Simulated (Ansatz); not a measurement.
`N=[CH][AlH][OH]` + `[SiH3][SeH]` → `[OH][AlH][SiH2][SeH]` + `C=N`  (formal exchange of groups at the Al–C bond)

Isolated molecules relaxed with PBE0-D4/def2-TZVP in Ansatz; ΔE leaves out vibrations. CCSD(T)/CBS adds triple-zeta CCSD(T) − MP2 to the extrapolated MP2 energy (def2 sets, frozen cores). This one scheme is used for every species. DFT in def2-TZVPP. For Se outer-core shells are correlated without core-valence functions, which leaves a few kJ/mol of doubt a bond. Scalar relativity is left out up to krypton. One conformer a species, not always the lowest.

`N=[CH][AlH][OH]`:

Cartesian coordinates in Å:
```
N 1.704 0.191 -0.930
C 0.460 0.234 -1.209
Al -0.922 -0.040 0.172
O -0.185 -0.321 1.673
H 1.850 0.002 0.065
H 0.235 0.433 -2.266
H -2.496 -0.019 0.001
H -0.646 -0.481 2.494
```

`[SiH3][SeH]`:

Cartesian coordinates in Å:
```
Si -0.547 -0.139 -0.113
Se 1.474 -0.278 0.931
H -1.180 1.186 0.102
H -1.372 -1.201 0.513
H -0.422 -0.386 -1.571
H 2.047 0.818 0.138
```

`[OH][AlH][SiH2][SeH]`:

```xyz
9

O     1.157    1.006   -1.263
Al   -0.139    1.267   -0.195
Si   -0.834   -0.813    0.876
Se    0.671   -2.416    0.221
H     1.576    1.691   -1.781
H    -0.729    2.729   -0.013
H    -2.215   -1.231    0.497
H    -0.829   -0.738    2.365
H     1.341   -1.496   -0.708
```

`C=N`:

Cartesian coordinates in Å:
```
C -0.208 0.238 -0.229
N 0.146 -0.205 0.897
H 0.170 -0.125 -1.192
H -0.944 1.043 -0.271
H 0.836 -0.951 0.796
```

| level | ΔE (kJ/mol) |
| --- | --- |
| r2SCANh-D4 | -19.9 |
| ωB97X-V | -17.4 |
| revPBE | -24.2 |
| r2SCAN | -18.8 |
| r2SCANh | -19.2 |
| CAM-B3LYP | -11.0 |
| CCSD(T)/def2-TZVPP | -17.3 |
| HF/CBS(def2) | -8.7 |

Problem. What does CCSD(T)/CBS give? (An estimate is asked.)

Solution. Computed: -17.8 kJ/mol. The listed levels differ from it by -2.1, 0.4, -6.4, -1.0, -1.4, 6.8, 0.5, 9.1 kJ/mol.

Largest T1 diagnostic among the species: 0.013.

Leaving LDA and LC-ωPBE aside and taking each functional with its dispersion term where it has one, the values, not all of them listed here, spread over 16.3 kJ/mol, from PBE-D4 to ωB97M-V. In def2-TZVPP, CCSD(T) changes the Hartree–Fock value by −7.4 kJ/mol (the triples alone add −0.7 kJ/mol) and MP2 by −3.2 kJ/mol. The D4 term adds −3.7 kJ/mol with B3LYP and −2.2 kJ/mol with PBE0; it sums over pairs of atoms, weighted by their polarisabilities, and B3LYP, whose exchange is more repulsive, gets the larger term.

B3LYP here is the variant with VWN-RPA as its local correlation; programs differ in this.
